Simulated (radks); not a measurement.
Q: Spherical quantum dot in the effective-mass picture: electrons in a parabolic well V = omega^2 r^2 / 2 with omega = 0.0684, with a point charge +2 (a donor) at the centre, all in effective atomic units (hartree* = m*/eps^2 hartree, bohr* = eps/m* bohr), one dielectric constant everywhere. Calculated with a radial shooting solver with Libxc functionals: non-relativistic Kohn-Sham, PBEsol, spin-polarised, spherical densities. Levels are named by radial order and angular momentum (1s, 1p, 1d, 2s, ...), and open shells are averaged over m. At N = 2 the configuration is 1s2. Does electron 3 go into 2s up or 1p up?

A: Into 2s up. The total energies of the other choices lie higher by 0.0339 hartree* (1p up).
